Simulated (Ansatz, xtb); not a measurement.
GeH2P2−: 5 structures ranked

5 gas-phase structures of GeH2P2−, found in a search over its isomers (lower ones may exist). Each was relaxed with GFN2-xTB; where two conformers were screened, the lower at r2SCAN-D4/def2-SVPD is listed:

A. a doublet given by its coordinates
B. a doublet given by its coordinates
C. the doublet with the links of `[P-]=[P][GeH2]`
D. the doublet with the links of `[P-]1[PH][GeH]1`
E. the doublet with the links of `[P]1[P-][GeH2]1`

A (Å):

```json
{"atom": "Ge", "x (Å)": "1.2055", "y (Å)": "0.8972", "z (Å)": "0.9770"}
{"atom": "P", "x (Å)": "-0.8391", "y (Å)": "-0.2099", "z (Å)": "0.9167"}
{"atom": "P", "x (Å)": "0.0718", "y (Å)": "0.2537", "z (Å)": "-0.9494"}
{"atom": "H", "x (Å)": "-0.7670", "y (Å)": "1.3308", "z (Å)": "-1.2102"}
{"atom": "H", "x (Å)": "-0.4824", "y (Å)": "-1.5527", "z (Å)": "0.8762"}
```

Close contacts (Å): Ge1–P2 2.33, Ge1–P3 2.33, P2–P3 2.13, P2–H5 1.39, P3–H4 1.39.

B (Å):

```tsv
atom	x (Å)	y (Å)	z (Å)
Ge	0.4934	1.7297	0.2694
P	-2.4100	3.0307	-0.2185
P	-1.6252	1.5359	1.0086
H	-3.6985	2.8923	0.2510
H	1.0291	0.5116	1.2926
```

Close contacts (Å): Ge1–P3 2.25, P2–P3 2.09, Ge1–H5 1.68, P2–H4 1.38.

Question: Make a reasoned guess at their ranking by r2SCAN-D4/def2-SVPD single-point energy.

Answer: Calculated order at r2SCAN-D4/def2-SVPD: A (0.0), E (3.9), D (4.8), B (10.4), C (17.5) kcal/mol. Less than 1 kcal/mol parts E and D, so the order within that pair means little.

Energies above the lowest of each column, in kcal/mol; the last columns are at PBE0-D3(BJ)/def2-SVPD geometries and were run for some of them only (a dash: not run or not comparable):

| structure | GFN2-xTB | HF/STO-3G | r2SCAN-D4/def2-SVPD | PBE0-D3(BJ)/def2-SVPD | CCSD(T)/def2-SVPD + ΔMP2/def2-TZVPPD |
| --- | --- | --- | --- | --- | --- |
| A | 2.0 | 0.0 | 0.0 | 0.0 | 0.0 |
| E | 20.0 | 12.7 | 3.9 | 8.8 | – |
| D | 0.0 | 0.3 | 4.8 | 7.2 | 7.2 |
| B | 4.5 | 22.6 | 10.4 | – | – |
| C | 13.4 | 15.5 | 17.5 | – | – |

CCSD(T)/def2-SVPD + ΔMP2/def2-TZVPPD puts A lowest of those it was run on; GFN2-xTB picks D. Some further structures that were screened fall inside this span and aren't listed. Flexible structures stand in one conformer each, not always the lowest. Frequencies (PBE0-D3(BJ)/def2-SVPD) were run for A, D alone. Open shells are spin-unrestricted, some with notable spin contamination. ΔMP2 is the change of the MP2 energy from the smaller to the larger basis.

Over these structures GFN2-xTB departs from r2SCAN-D4/def2-SVPD by 6.7 kcal/mol on average once a common shift is removed. A GFN2-xTB relaxation took about 0.066 s and the r2SCAN-D4/def2-SVPD energy about 2.2 s on a shared host (Ansatz 0.2.0, xtb 6.7.1).
